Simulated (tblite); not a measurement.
Compound: C₅H₁₀BF₃Si.
Atom-mapped SMILES: `[CH2:1]=[C:2]([CH3:3])[BH:4][SiH2:5][CH2:6][C:7]([F:8])([F:9])[F:10]` (hydrogens: H11, H12 on C1; H13, H14, H15 on C3; H16 on B4; H17, H18 on Si5; H19, H20 on C6)

Computed with GFN2-xTB (tblite), gas phase: L-BFGS steps from a force-field or distance-geometry start until the largest atomic force falls under 0.01 eV/Å.

Step 74: E = -896.0739 eV
```
atom  x, y, z in Å  |  force x, y, z in eV/Å
C1     -1.9144    0.4461    2.2444    0.006   0.005   0.007
C2     -1.3943    0.2780    1.0210    0.010  -0.017  -0.044
C3     -1.6102    1.3488   -0.0140   -0.001   0.022  -0.025
B4     -0.5883   -0.9980    0.6676    0.028  -0.026   0.000
Si5     0.0596   -1.4119   -1.1435   -0.024  -0.031   0.025
C6      1.4251   -0.1577   -1.6948    0.037   0.028   0.015
C7      2.4545   -0.0314   -0.6259   -0.014   0.007   0.022
F8      1.9444    0.4607    0.5258    0.020   0.004  -0.006
F9      3.0213   -1.2071   -0.2998   -0.004   0.035  -0.009
F10     3.4745    0.7946   -0.9446   -0.023  -0.040   0.007
H11    -1.7791   -0.2838    3.0240    0.000  -0.009   0.006
H12    -2.4942    1.3187    2.5089   -0.007  -0.004   0.014
H13    -0.6571    1.8184   -0.2555   -0.013   0.001   0.004
H14    -2.2892    2.1217    0.3414    0.006  -0.009  -0.003
H15    -2.0128    0.9180   -0.9298    0.009   0.008   0.007
H16    -0.3832   -1.7505    1.5441   -0.010  -0.001   0.003
H17    -0.9029   -1.2879   -2.2579    0.006  -0.006   0.003
H18     0.7000   -2.7250   -1.3518   -0.014   0.043  -0.002
H19     1.0102    0.8331   -1.8670    0.013   0.009  -0.024
H20     1.9310   -0.4742   -2.6041   -0.026  -0.020  -0.001
```

Step 75: E = -896.0743 eV
```
atom  x, y, z in Å  |  force x, y, z in eV/Å
C1     -1.9143    0.4440    2.2447    0.014   0.007   0.003
C2     -1.3955    0.2768    1.0203    0.018  -0.006  -0.028
C3     -1.6098    1.3497   -0.0130   -0.001   0.012  -0.010
B4     -0.5898   -0.9988    0.6653    0.018  -0.020   0.010
Si5     0.0602   -1.4124   -1.1446   -0.017  -0.013   0.029
C6      1.4251   -0.1572   -1.6964    0.029   0.018   0.020
C7      2.4531   -0.0303   -0.6265   -0.003   0.016   0.016
F8      1.9454    0.4753    0.5199    0.005  -0.009   0.006
F9      3.0124   -1.2068   -0.2914   -0.009   0.026   0.000
F10     3.4792    0.7862   -0.9487   -0.006  -0.025  -0.008
H11    -1.7789   -0.2868    3.0240   -0.001  -0.007  -0.004
H12    -2.4920    1.3175    2.5119   -0.004  -0.008   0.008
H13    -0.6578    1.8227   -0.2514   -0.006  -0.007   0.005
H14    -2.2904    2.1199    0.3439   -0.008   0.002  -0.009
H15    -2.0095    0.9185   -0.9295    0.003   0.015  -0.005
H16    -0.3879   -1.7512    1.5420   -0.004  -0.014   0.007
H17    -0.9014   -1.2893   -2.2593    0.002  -0.010  -0.003
H18     0.7040   -2.7240   -1.3485   -0.014   0.034  -0.008
H19     1.0115    0.8340   -1.8698    0.012   0.002  -0.029
H20     1.9313   -0.4771   -2.6044   -0.025  -0.011   0.000
```

Step 76: E = -896.0746 eV
```
atom  x, y, z in Å  |  force x, y, z in eV/Å
C1     -1.9135    0.4379    2.2447    0.016   0.002  -0.006
C2     -1.3931    0.2749    1.0198    0.018   0.005  -0.001
C3     -1.6060    1.3517   -0.0098   -0.007   0.005  -0.005
B4     -0.5860   -0.9990    0.6618    0.006  -0.011   0.022
Si5     0.0583   -1.4137   -1.1489   -0.008   0.012   0.022
C6      1.4272   -0.1611   -1.7011    0.016   0.005   0.028
C7      2.4460   -0.0243   -0.6232    0.016   0.011   0.032
F8      1.9321    0.5067    0.5106    0.023  -0.046  -0.039
F9      2.9951   -1.2000   -0.2627   -0.046   0.071  -0.006
F10     3.4815    0.7779   -0.9506   -0.006  -0.022  -0.002
H11    -1.7795   -0.2954    3.0223    0.000  -0.004  -0.015
H12    -2.4926    1.3099    2.5146    0.002  -0.013   0.001
H13    -0.6518    1.8168   -0.2556   -0.016  -0.012   0.005
H14    -2.2770    2.1270    0.3551   -0.004  -0.006  -0.021
H15    -2.0175    0.9233   -0.9226    0.006   0.029  -0.004
H16    -0.3789   -1.7487    1.5393    0.000  -0.022   0.009
H17    -0.9027   -1.2863   -2.2634    0.000  -0.012  -0.004
H18     0.6989   -2.7260   -1.3525   -0.008   0.022  -0.012
H19     1.0142    0.8287   -1.8865    0.020  -0.013  -0.026
H20     1.9401   -0.4896   -2.6029   -0.028  -0.001   0.021
```

Task: Estimate the geometry and energy of step 77. (The exact step hangs on the optimiser's Hessian estimate; all steps are aligned on step 76, rigid shifts and turns removed.)

Result: E = -896.0748 eV, largest force 0.040 eV/Å
```
atom  x, y, z in Å  |  force x, y, z in eV/Å
C1     -1.9129    0.4378    2.2445    0.017  -0.002  -0.011
C2     -1.3935    0.2745    1.0189    0.012   0.014   0.022
C3     -1.6064    1.3520   -0.0101   -0.002  -0.012   0.011
B4     -0.5867   -0.9999    0.6615   -0.008   0.004   0.027
Si5     0.0582   -1.4140   -1.1479    0.004   0.039   0.008
C6      1.4272   -0.1600   -1.7004   -0.018  -0.008   0.014
C7      2.4460   -0.0241   -0.6234    0.014   0.013  -0.005
F8      1.9351    0.5084    0.5088   -0.011  -0.018   0.015
F9      2.9928   -1.1988   -0.2629   -0.023  -0.001   0.014
F10     3.4831    0.7741   -0.9516    0.028   0.018  -0.022
H11    -1.7793   -0.2960    3.0219    0.001  -0.001  -0.021
H12    -2.4916    1.3098    2.5161    0.007  -0.016  -0.007
H13    -0.6531    1.8192   -0.2534    0.002  -0.006   0.001
H14    -2.2793    2.1252    0.3542   -0.016   0.005  -0.016
H15    -2.0146    0.9233   -0.9235   -0.003   0.024  -0.022
H16    -0.3825   -1.7494    1.5392    0.005  -0.031   0.017
H17    -0.9018   -1.2875   -2.2632   -0.002  -0.013  -0.004
H18     0.7009   -2.7241   -1.3509   -0.001   0.003  -0.015
H19     1.0154    0.8298   -1.8867    0.012  -0.008  -0.024
H20     1.9377   -0.4898   -2.6028   -0.018  -0.003   0.018
```

The energy changes by -0.0003 eV. The first-order estimate −F·Δx gives -0.0006 eV and the mean of the old and new forces, exact on a quadratic surface, -0.0003 eV. The step makes an angle of 69° with the force vector and moves no atom by more than 0.004 Å.

The cost below is that of the whole relaxation. Hardware: an Arm Neoverse N1 with one thread, shared host. Cost: 1.7 s wall.
